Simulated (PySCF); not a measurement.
Si(CF3)(H)2(OH) (CH3F3OSi), SMILES FC(F)(F)[SiH2]O.

The structure is a stationary point at PBE0-D3(BJ)/def2-SVP. One conformer was computed; it need not be the lowest.

Calculation: TDDFT-B3LYP/def2-SVPD (PySCF 2.14.0).

Vertical excitations. Isolated molecule, no solvent.

| state | energy (eV) | λ (nm) | f | main pairs |
|---|---|---|---|---|
| S1 | 7.11 | 174 | 0.002 | HOMO→LUMO 98 % |
| S2 | 7.83 | 158 | 0.007 | HOMO−1→LUMO 98 % |
| S3 | 8.39 | 148 | 0.006 | HOMO→LUMO+1 96 % |
| S4 | 8.72 | 142 | 0.010 | HOMO→LUMO+2 47 %, HOMO→LUMO+3 21 %, HOMO−2→LUMO 17 % |
| S5 | 8.79 | 141 | 0.045 | HOMO−2→LUMO 58 %, HOMO−1→LUMO+1 13 %, HOMO→LUMO+3 11 %, HOMO→LUMO+4 9 % |
| S6 | 8.93 | 139 | 0.066 | HOMO→LUMO+3 50 %, HOMO→LUMO+2 40 % |
| S7 | 9.02 | 137 | 0.005 | HOMO→LUMO+4 72 %, HOMO−2→LUMO 19 % |
| S8 | 9.08 | 137 | 0.047 | HOMO−1→LUMO+1 63 %, HOMO→LUMO+3 10 % |
| S9 | 9.40 | 132 | 0.178 | HOMO−3→LUMO 75 % |
| S10 | 9.43 | 131 | 0.013 | HOMO−1→LUMO+2 86 % |
| T1 | 6.77 | 183 | 0 | HOMO→LUMO 95 % |
| T2 | 7.43 | 167 | 0 | HOMO−1→LUMO 94 % |
| T3 | 7.94 | 156 | 0 | HOMO→LUMO+1 73 %, HOMO→LUMO+2 18 % |
| T4 | 8.16 | 152 | 0 | HOMO→LUMO+3 73 %, HOMO→LUMO+2 12 % |
Triplets are in the Tamm–Dancoff approximation, which puts them higher than full response would, so one can lie above its singlet here.
